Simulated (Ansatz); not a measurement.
`[NH2][Mg][Cl]` + HBr → `[NH2][Mg][Br]` + HCl  (ligand exchange at a Mg–Cl bond)

Program: Ansatz. Geometries: PBE0-D4/def2-TZVP. ΔE: electronic, gas phase. CBS: MP2 limit from def2 TZ/QZ plus the TZ coupled-cluster correction, frozen cores. This one scheme is used for every species. For Br, Mg outer-core shells are correlated without core-valence functions, which leaves a few kJ/mol of doubt a bond. Scalar relativity is left out up to krypton. One conformer a species, not always the lowest.

```
        species  CCSD(T)/CBS(def2) energy (Eh)
`[NH2][Mg][Cl]`                     -715.67895
            HBr                    -2573.91920
`[NH2][Mg][Br]`                    -2829.22045
            HCl                     -460.38127
```

Work out ΔE.

ΔE = (-2829.22045) + (-460.38127) − (-715.67895) − (-2573.91920) = -0.00357 Eh = -9.4 kJ/mol.

Largest T1 diagnostic among the species: 0.008.

From BLYP to BHLYP (50 % exact exchange), in def2-TZVPP and without D4, ΔE moves by −4.8 kJ/mol. Leaving LDA and LC-ωPBE aside and taking each functional with its dispersion term where it has one, the values, not all of them listed here, spread over 7.4 kJ/mol, from PBE-QIDH to B97M-V.
